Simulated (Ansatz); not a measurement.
Ansatz (a first-principles code) input file for Al(F)(OMe)(SiH3) (CH6AlFOSi), SMILES C[O][Al]([F])[SiH3], PBE0/def2-SVPD. The structure is a stationary point at B3LYP-D3(BJ)/def2-SVP. The structure was generated by enumeration; whether it is a known compound was not checked. The values are those of a single conformer.

Ansatz 0.2 input:
```yaml
crystal:
  periodic: [false, false, false]
  atoms:
    - {symbol: Al, position_ang: [-0.32523283, 0.07070118, -0.02575031]}
    - {symbol: F, position_ang: [-1.95275148, 0.32805740, -0.30560265]}
    - {symbol: O, position_ang: [0.49160711, -1.06780777, -0.96598867]}
    - {symbol: C, position_ang: [0.29960533, -1.97676349, -2.01212997]}
    - {symbol: H, position_ang: [0.55715768, -2.99997004, -1.68495474]}
    - {symbol: H, position_ang: [-0.74350779, -1.98949756, -2.37848143]}
    - {symbol: H, position_ang: [0.95590833, -1.72655714, -2.86482759]}
    - {symbol: Si, position_ang: [0.85540352, 1.31836571, 1.68827935]}
    - {symbol: H, position_ang: [0.99810137, 2.75085048, 1.28442627]}
    - {symbol: H, position_ang: [2.22009823, 0.75650823, 1.91161570]}
    - {symbol: H, position_ang: [0.10889439, 1.28295731, 2.98217820]}
basis:
  gaussian:
    orbitals: def2-SVPD
hamiltonian:
  xc: {name: PBE0}
```

Log of the run:

```
WARN ansatz: RAYON_NUM_THREADS=1 ignored (pool sized by the plan → 1); use --threads N
Functional definition: PBE0
integrals: 0.10 GiB planned
1413 factors; their error is unknown
mean field: 0.80 GiB planned
mean field evaluation 1: about -20347.9395 eV, gradient 6.2e1 eV
mean field evaluation 2: about -20329.1948 eV, gradient 1.2e2 eV
mean field evaluation 4: about -20354.9420 eV, gradient 7.5e0 eV
mean field evaluation 8: about -20355.1663 eV, gradient 1.9e-1 eV
mean field -20355.16634323 eV, -748.0385658865 hartree, gradient 5.4e-5 eV, S^2 0.000000; 0 other end points of the search recorded, 0 dependent functions left out
reference -20355.16638620 eV, -748.0385674654 hartree; 28, 28 occupied and 134, 134 virtual orbitals, 1413 factors
Total energy: -20355.16638620 eV, -748.0385674654 hartree
```

Self-consistency was reached.
